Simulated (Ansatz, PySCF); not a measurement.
The PySCF input:
```python
from pyscf import gto, scf, dft

mol = gto.Mole()
mol.atom = '''
    C    -0.71874859    0.13634016   -0.02510292
    C     0.71874859   -0.13634016    0.02510292
    H    -1.25610398   -0.58656361   -0.67710659
    H    -0.97235396    1.16105611   -0.29217710
    H    -1.23187435   -0.16588763    0.91394436
    H     0.97235396   -1.16105611    0.29217710
    H     1.25610398    0.58656361    0.67710659
    H     1.23187435    0.16588763   -0.91394436
'''
mol.basis = 'def2-tzvp'
mol.charge = 1
mol.spin = 1
mol.verbose = 4
mol.build()

mf = dft.UKS(mol)
mf.xc = 'b97m_v'
mf.grids.atom_grid = (99, 590)
mf.grids.prune = None
mf.kernel()
```

**Question.** Convert this to an input for Ansatz (an electronic-structure program).

**Answer.** This is not unique; one that fits is 
Ansatz 0.2 input:
```yaml
crystal:
  periodic: [false, false, false]
  atoms:
    - {symbol: C, position_ang: [-0.71874859, 0.13634016, -0.02510292]}
    - {symbol: C, position_ang: [0.71874859, -0.13634016, 0.02510292]}
    - {symbol: H, position_ang: [-1.25610398, -0.58656361, -0.67710659]}
    - {symbol: H, position_ang: [-0.97235396, 1.16105611, -0.29217710]}
    - {symbol: H, position_ang: [-1.23187435, -0.16588763, 0.91394436]}
    - {symbol: H, position_ang: [0.97235396, -1.16105611, 0.29217710]}
    - {symbol: H, position_ang: [1.25610398, 0.58656361, 0.67710659]}
    - {symbol: H, position_ang: [1.23187435, 0.16588763, -0.91394436]}
basis:
  gaussian:
    orbitals: def2-TZVP
hamiltonian:
  xc: {name: B97M-V}
total_charge: 1
magnetization: {spin_polarized: true, initial_magnetization: 1}
accuracy: high
```

Both were run: PySCF gave -79.425030 Eh and Ansatz -79.425031 Eh, 0.002 mEh apart.
